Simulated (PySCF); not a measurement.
WSCl4, SMILES [S]=[W]([Cl])([Cl])([Cl])[Cl], multiplicity 1. Coordinates come from a PBE-D3(BJ)/def2-SVP optimisation. The multiplicity is an assumed one; no other spin state was optimised. The isomer is the one that the SMILES or the coordinates give; other isomers of the formula were not compared. The def2 effective core potentials stand for the cores of W; spin–orbit coupling is left out.

Computed equilibrium geometry at PBE-D3(BJ)/def2-SVP (PySCF confirms it by a frequency run) as a Z-matrix, and its point group:
point group C3v.
```
W
S 1 2.1592
Cl 1 2.2831 2 93.90
Cl 1 2.2831 2 93.90 3 -120.00
Cl 1 2.2831 2 93.90 3 120.00
Cl 1 2.4016 3 86.10 2 -180.00
```
Charge 0, spin multiplicity 1.
